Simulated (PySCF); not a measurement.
Compound: C3H9NSi.
SMILES with atom numbers: `[SiH3:1][NH:2][CH:3]1[CH2:4][CH2:5]1` (hydrogens: H6, H7, H8 on Si1; H9 on N2; H10 on C3; H11, H12 on C4; H13, H14 on C5)

Torsions of this conformer, `[SiH3:1][NH:2][CH:3]1[CH2:4][CH2:5]1`: Si1–N2–C3–C4 -137°.

The closed-shell ground state was solved at several levels (PySCF, density fitting, gas phase, non-relativistic). One conformer (not necessarily the lowest) at the PBE0-D3(BJ)/def2-SVP geometry, without solvent, vibrations or thermal averaging.

```json
{"level": "PBE0/pcSseg-1", "basis functions": "137", "total energy (Eh)": "-463.5893", "HOMO (eV)": "-6.83", "LUMO (eV)": "0.86", "gap (eV)": "7.69", "dipole (D)": "1.07"}
{"level": "wB97X-D/pcSseg-2", "basis functions": "313", "total energy (Eh)": "-463.9791", "HOMO (eV)": "-8.74", "LUMO (eV)": "2.08", "gap (eV)": "10.82", "dipole (D)": "1.07"}
```

(1) Estimate the row for CAM-B3LYP/def2-SVPD, a basis of 176 functions; the other rows only guide the guess.

(2) Over all these levels, which gives the widest orbital gap and which the narrowest?

(3) How far do the dipole and the HOMO energy spread over the levels?

## Answers

(1) Total energy -463.6570 Eh, HOMO -8.25 eV, LUMO 1.27 eV, gap 9.52 eV, dipole 1.04 D.

(2) wB97X-D/pcSseg-2 (range-separated hybrid) has the widest, 10.82 eV, and PBE0/pcSseg-1 (global hybrid, 25 % exact exchange) the narrowest, 7.69 eV. Functional and basis both differ between the two, so the spread mixes both effects.

(3) The dipole runs from 1.04 to 1.07 D (mean 1.06 D) and the HOMO from -8.74 to -6.83 eV.

The pairwise dispersion term of wB97X-D wasn't added to the energies; at a given geometry it leaves orbitals and properties as they are.
